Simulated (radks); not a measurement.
Task: These are the eigenvalues of the occupied orbitals of an atom or ion with whole-number occupations (eV). Method: Dirac Kohn-Sham, SOGGA, spin-unpolarised, spherical densities, point nucleus; computed with a radial shooting solver on a logarithmic mesh with Libxc functionals.

orbital  eigenvalue
1s1/2     -75107.09
2s1/2     -14204.21
2p1/2     -13656.31
2p3/2     -12126.29
3s1/2     -4336.995
3p1/2     -4095.184
3p3/2     -3756.063
3d3/2     -3355.313
3d5/2     -3281.726
4s1/2     -1841.416
4p1/2     -1737.793
4p3/2     -1637.589
4d3/2     -1469.554
4d5/2     -1448.531

Which element is it, and in what charge state? The configuration may be excited. Open shells, if any, are shared by 2j + 1.

Result: Z = 76, osmium, charge +34: Os34+ in [Kr] 4d6. The list shows which subshells hold electrons but not how many an open one holds; the 1s level, -2760.1 hartree, gives Z - s = 74.3 by -(Z - s)^2/2, which with screening and relativity narrows Z to a few neighbours, and the depths of the outer levels then fix element, charge and occupations together.
